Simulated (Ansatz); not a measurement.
Basis-set extrapolation for `N[C@@H](F)[Si@@H](O)F` (PBE0-D4/def2-TZVP geometry, frozen core, the Gaussian-basis code of Ansatz). Multiplicity 1, RHF reference.

```tsv
	def2-TZVPP	def2-QZVPP
HF	-658.201788	-658.228508
MP2 correlation	-1.237125	-1.342419
CCSD(T) correlation	-1.305594	not run
```

Energies in hartree. Use E(X) = E(∞) + A·exp(−7.88·√X) for Hartree–Fock and E(X) = E(∞) + B·X^(−2.97) for correlation, with X = 3 and 4, and add CCSD(T) minus MP2 of the smaller set to the MP2 limit.

Q: What is the CCSD(T) energy at the basis-set limit?

A: HF limit: -658.228508 + (-0.026720) × 0.13774 = -658.23219. MP2 limit: -1.342419 + (-0.105294) × 0.74074 = -1.42041. Higher-order term: -1.305594 − (-1.237125) = -0.06847. Total: -659.72107 hartree, 561.0 kJ/mol below CCSD(T)/def2-TZVPP.
